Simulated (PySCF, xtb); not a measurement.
Mg(Br)(NH2) (BrH2MgN), SMILES [NH2][Mg][Br].

GFN2-xTB (xtb) at its own geometry gives an orbital gap of 2.15 eV and a dipole moment of 6.50 D.

Geometry optimised at PBE0-D3(BJ)/def2-TZVP. One conformer was computed; it need not be the lowest.

What does M06-2X/def2-TZVPD (PySCF) give? (Estimate from the structure and the level; the computed values follow.)

gap 7.17 eV (levels -8.16 and -1.00 eV), dipole 2.13 D.
